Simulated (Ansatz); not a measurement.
Geometry optimisation, RKS B3LYP/def2-SVP (Ansatz 0.2.0).

The input (input.yaml):

```yaml
crystal:
  periodic: [false, false, false]
  atoms:
    - { symbol: C, position_ang: [0.91367, 0.52083, 1.13733] }
    - { symbol: C, position_ang: [-0.03452, 0.08407, 0.30818] }
    - { symbol: "N", position_ang: [-1.35764, -0.13764, 0.62884] }
    - { symbol: Ga, position_ang: [0.48065, -0.51753, -1.54819] }
    - { symbol: F, position_ang: [-0.84428, -0.95142, -2.61496] }
    - { symbol: H, position_ang: [0.70514, 0.82074, 2.15383] }
    - { symbol: H, position_ang: [1.93883, 0.58139, 0.80562] }
    - { symbol: H, position_ang: [-1.89147, -0.72047, -0.00208] }
    - { symbol: H, position_ang: [-1.54542, -0.30829, 1.60975] }
    - { symbol: H, position_ang: [1.90819, -0.59104, -2.19431] }
basis:
  gaussian: { orbitals: def2-SVP }
hamiltonian:
  xc: b3lyp
relax:
  f_tol: 0.015
  max_steps: 40
```

Command:

```bash
$ ansatz run input.yaml --threads 2 --pin off --max-ram 3072MiB --backend cpu --events-out ev --progress --plain --runs-dir out
```

Q: Where does it end, and by what steps?

A: The forces met the threshold. After 7 steps the energy has fallen by 0.138 eV; F5 moved furthest, 0.30 Å.

| step | energy less start (eV) | largest force component (eV/Å) | accepted |
| --- | --- | --- | --- |
| 0 | 0.0000 | 1.575 | yes |
| 1 | -0.0806 | 0.773 | yes |
| 2 | -0.1192 | 0.447 | yes |
| 3 | -0.1276 | 0.201 | yes |
| 4 | -0.1291 | 0.309 | yes |
| 5 | -0.1366 | 0.118 | yes |
| 6 | -0.1373 | 0.064 | yes |
| 7 | -0.1375 | 0.011 | yes |

```xyz
10
Properties=species:S:1:pos:R:3
C 0.941 0.436 1.139
C -0.018 -0.001 0.286
N -1.359 -0.122 0.586
Ga 0.531 -0.461 -1.532
F -0.819 -1.185 -2.431
H 0.723 0.701 2.182
H 1.976 0.553 0.813
H -1.935 -0.695 -0.017
H -1.649 -0.095 1.559
H 1.882 -0.351 -2.300
```

Whether the end is a true minimum wasn't checked by a vibrational analysis.

The run took 32 s on 2 threads of Arm Neoverse V1 (shared host), peak memory 0.28 GiB.
